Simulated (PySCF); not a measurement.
Cartesian coordinates in Å; atom numbers follow the order of the lines, from 1:
```xyz
16

F     3.850    0.280   -0.250
Si    2.517    0.009    0.630
Si    0.770   -0.114   -0.855
N    -0.724   -0.023    0.056
Si   -1.329    1.516    0.603
Si   -1.699   -1.447    0.283
H     2.883   -1.207    1.361
H     2.553    1.118    1.586
H     0.725   -1.374   -1.615
H     0.730    0.955   -1.868
H    -2.488    1.915   -0.200
H    -1.710    1.381    2.009
H    -0.239    2.481    0.459
H    -2.520   -1.242    1.474
H    -0.781   -2.570    0.474
H    -2.546   -1.668   -0.891
```

- shieldings: GIAO PBE0/pcSseg-1
- GFN2-xTB geometry
- program: PySCF 2.14.0 with density-fitted response routines
- no solvent model, rapidly exchanging positions averaged, non-relativistic Hamiltonian, single conformer

References, each an isolated molecule treated in the same way: 1H, 29Si against TMS; 19F against CFCl3; NH3 for 15N.

| atoms | nucleus | count | Hirshfeld charge | δ (ppm) |
| --- | --- | --- | --- | --- |
| H7/H8 | 1H | 2 | -0.07 | 5.64 |
| H11/H12/H13/H14/H15/H16 | 1H | 6 | -0.08 | 4.69 |
| H9/H10 | 1H | 2 | -0.07 | 5.18 |
| Si3 | 29Si | 1 | 0.29 | ? |
| Si5/Si6 | 29Si | 2 | 0.35 | ? |
| N4 | 15N | 1 | -0.35 | -33.8 |
| F1 | 19F | 1 | -0.22 | -263.6 |
| Si2 | 29Si | 1 | 0.34 | -4.2 |

Complete the table.

Answers


- Si3: -44.5 ppm, silicon bonded to N, Si, 2 H
- Si5/Si6: -45.3 ppm, silicon bonded to N, 3 H

Unscaled 19F shifts against computed CFCl3 carry errors that often reach 10 to 50 ppm. Experimental scales use liquid or dissolved standards, which lie at an offset from isolated NH3 (liquid NH3: subtract about 20 ppm).
